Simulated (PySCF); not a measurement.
Job file and geometry (Å, from PBE0-D3(BJ)/def2-SVP) of a spin–spin coupling run on `InChI=1S/C3H10BN/c1-4(2)5-3/h5H,1-3H3`, B3LYP/pcJ-1 indirect spin-spin coupling, non-relativistic, gas phase (PySCF 2.14.0, density-fitted response routines); density fitting, a coarse starting grid and PySCF grid level 2 are the driver's defaults:

```
$ OMP_NUM_THREADS=1 python probes_run.py task.json out

{"job": {"kind": "j", "xc": "B3LYP", "basis": "pcJ-1"}, "charge": 0, "multiplicity": 1}
C      2.010671     0.620411    -0.003893
N      1.061610    -0.440311     0.207092
B     -0.330712    -0.418046     0.030294
C     -1.061009     0.905218    -0.458046
C     -1.158060    -1.733298     0.331174
H      2.564207     0.872428     0.917889
H      1.491909     1.529551    -0.334822
H      2.756511     0.364348    -0.777125
H      1.481828    -1.308552     0.519575
H     -0.913977     1.731672     0.258869
H     -2.145490     0.765552    -0.577870
H     -0.664741     1.259244    -1.425202
H     -1.707165    -2.051606    -0.571995
H     -1.931513    -1.531068     1.092240
H     -0.555552    -2.587693     0.679419
```

Question: Write the output of this run.

Answer: 
```
coarse grid: 11608 points
cycle   1  E = -199.9075604026  dE =  1.717e-01  |g| = 5.702e-01  |ddm| = 2.795e+00
cycle   2  E = -199.8676617620  dE =  3.990e-02  |g| = 6.959e-01  |ddm| = 1.057e+00
cycle   3  E = -199.9911869582  dE = -1.235e-01  |g| = 5.140e-02  |ddm| = 6.138e-01
cycle   4  E = -199.9913195703  dE = -1.326e-04  |g| = 4.378e-02  |ddm| = 5.497e-02
cycle   5  E = -199.9917140692  dE = -3.945e-04  |g| = 4.822e-03  |ddm| = 2.741e-02
cycle   6  E = -199.9917186604  dE = -4.591e-06  |g| = 1.513e-03  |ddm| = 4.066e-03
final grid: 109544 points
cycle   7  E = -200.0271536720  dE = -9.250e-05  |g| = 7.107e-03  |ddm| = 2.269e-02
cycle   8  E = -200.0271475732  dE =  6.099e-06  |g| = 8.768e-03  |ddm| = 1.095e-02
cycle   9  E = -200.0271653409  dE = -1.777e-05  |g| = 7.277e-04  |ddm| = 6.052e-03
cycle  10  E = -200.0271653708  dE = -2.998e-08  |g| = 6.209e-04  |ddm| = 8.351e-04
cycle  11  E = -200.0271654509  dE = -8.003e-08  |g| = 4.653e-05  |ddm| = 3.780e-04
cycle  12  E = -200.0271654514  dE = -4.922e-10  |g| = 1.511e-05  |ddm| = 5.004e-05
converged SCF energy = -200.0271654514

Indirect spin-spin couplings (Hz)
  i      j    bonds     total        FC       PSO       DSO        SD
  0 C    1 N    1    -11.974   -11.293     0.065    -0.075    -0.670
  0 C    2 B    2      1.136     1.351    -0.130    -0.084    -0.002
  0 C    3 C    3      3.425     3.495    -0.072     0.002         -
  0 C    4 C    3      3.996     4.021     0.047    -0.071         -
  0 C    5 H    1    139.490   138.050     0.804     0.637         -
  0 C    6 H    1    139.214   137.849     0.679     0.687         -
  0 C    7 H    1    139.528   138.089     0.802     0.637         -
  0 C    8 H    2      1.941     1.941     0.521    -0.521         -
  0 C    9 H    4     -0.170    -0.163    -0.067     0.060         -
  0 C   10 H    4      1.376     1.397     0.299    -0.320         -
  1 N    2 B    1    -29.344   -32.028     3.236    -0.110    -0.442
  1 N    3 C    2     -2.278    -2.449     0.167    -0.001     0.004
  1 N    4 C    2     -3.386    -3.534     0.158    -0.002    -0.008
  1 N    5 H    2      0.595     0.724    -0.233     0.106    -0.001
  1 N    6 H    2     -0.271    -0.097    -0.222     0.076    -0.028
  1 N    7 H    2      0.613     0.741    -0.234     0.106    -0.000
  1 N    8 H    1    -82.372   -78.920    -2.756    -0.356    -0.341
  1 N    9 H    3     -0.833    -0.918     0.058     0.016     0.012
  1 N   10 H    3     -4.186    -4.233    -0.100     0.149    -0.002
  1 N   11 H    3     -0.860    -0.952     0.065     0.012     0.015
  1 N   12 H    3     -2.326    -2.390    -0.055     0.103     0.016
  1 N   13 H    3     -2.415    -2.479    -0.057     0.105     0.016
  1 N   14 H    3     -2.969    -3.066     0.095    -0.036     0.038
  2 B    3 C    1     58.374    58.936    -1.298     0.232     0.504
  2 B    4 C    1     57.832    58.585    -1.447     0.227     0.468
  2 B    5 H    3      2.992     3.087     0.411    -0.498    -0.008
  2 B    6 H    3      4.157     4.495    -0.337     0.047    -0.049
  2 B    7 H    3      2.853     2.949     0.404    -0.492    -0.008
  2 B    8 H    2     -0.421     0.931    -0.537    -0.672    -0.143
  2 B    9 H    2     -5.334    -5.419     0.059    -0.107     0.133
  2 B   10 H    2     -4.563    -4.306    -0.182    -0.139     0.064
  2 B   11 H    2     -5.251    -5.311     0.053    -0.118     0.125
  2 B   12 H    2     -5.450    -5.465    -0.020    -0.096     0.131
  2 B   13 H    2     -5.451    -5.454    -0.027    -0.098     0.128
  2 B   14 H    2     -5.091    -4.850    -0.069    -0.219     0.046
  3 C    4 C    2      7.961     8.127    -0.160    -0.006         -
  3 C    5 H    4     -0.370    -0.345     0.185    -0.211         -
  3 C    6 H    4      0.309     0.213    -0.221     0.317         -
  3 C    7 H    4     -0.390    -0.364     0.181    -0.207         -
  3 C    8 H    3      5.636     5.747     0.415    -0.526         -
  3 C    9 H    1    120.021   117.634     1.819     0.567         -
  3 C   10 H    1    128.939   126.761     1.638     0.539         -
  3 C   11 H    1    120.730   118.358     1.804     0.568         -
  3 C   12 H    3      0.733     0.770    -0.005    -0.033         -
  3 C   13 H    3      0.838     0.873    -0.010    -0.026         -
  3 C   14 H    3      7.407     7.453     0.317    -0.363         -
  4 C    5 H    4     -0.559    -0.540     0.224    -0.243         -
  4 C    6 H    4     -0.290    -0.264     0.208    -0.234         -
  4 C    7 H    4     -0.565    -0.546     0.223    -0.242         -
  4 C    8 H    3      4.080     4.210    -0.202     0.071         -
  4 C    9 H    3      1.805     1.840     0.218    -0.253         -
  4 C   10 H    3      3.841     3.834    -0.056     0.063         -
  4 C   11 H    3      2.284     2.319     0.231    -0.266         -
  4 C   12 H    1    121.379   119.068     1.778     0.534         -
  4 C   13 H    1    121.597   119.291     1.772     0.533         -
  4 C   14 H    1    125.402   123.173     1.685     0.544         -
  5 H    6 H    2    -14.579   -14.595     2.444    -2.428         -
  5 H    7 H    2    -12.341   -12.387     2.598    -2.552         -
  5 H    8 H    3      2.587     2.746     0.872    -1.031         -
  5 H    9 H    5      0.789     0.847     0.114    -0.173         -
  5 H   11 H    5      0.311     0.391     0.925    -1.004         -
  5 H   12 H    5      0.908     0.991     1.092    -1.175         -
  5 H   13 H    5      1.770     1.847     0.719    -0.796         -
  6 H    7 H    2    -14.518   -14.534     2.446    -2.430         -
  6 H    8 H    3     16.599    16.665     3.632    -3.698         -
  6 H   10 H    5     -0.225    -0.222     0.984    -0.987         -
  7 H    8 H    3      2.479     2.639     0.887    -1.047         -
  7 H    9 H    5      0.379     0.461     0.947    -1.029         -
  7 H   11 H    5      0.756     0.811     0.081    -0.136         -
  7 H   12 H    5      1.823     1.901     0.702    -0.780         -
  7 H   13 H    5      0.885     0.969     1.092    -1.176         -
  8 H    9 H    4     -1.352    -1.221     1.745    -1.877         -
  8 H   10 H    4      0.837     0.960     1.730    -1.854         -
  8 H   11 H    4     -1.303    -1.169     1.759    -1.893         -
  8 H   12 H    4     -1.043    -0.923     0.883    -1.003         -
  8 H   13 H    4     -1.008    -0.888     0.919    -1.040         -
  8 H   14 H    4     -0.275    -0.347    -1.814     1.886         -
  9 H   10 H    2    -14.629   -14.778     2.661    -2.512         -
  9 H   11 H    2    -18.431   -18.632     2.554    -2.353         -
  9 H   12 H    4      1.187     1.278     1.273    -1.364         -
  9 H   14 H    4      0.480     0.572     1.288    -1.380         -
 10 H   11 H    2    -14.234   -14.382     2.670    -2.522         -
 10 H   14 H    4      0.933     1.001     1.328    -1.396         -
 11 H   13 H    4      1.162     1.251     1.287    -1.376         -
 11 H   14 H    4      0.594     0.686     1.313    -1.405         -
 12 H   13 H    2    -19.228   -19.399     2.587    -2.415         -
 12 H   14 H    2    -13.486   -13.636     2.738    -2.589         -
 13 H   14 H    2    -13.367   -13.515     2.739    -2.591         -
```

Size and cost of the density-fitted run: 235 basis functions, 34 s wall time on 1 thread of an Arm Neoverse V2, shared host; peak memory 0.93 GiB.
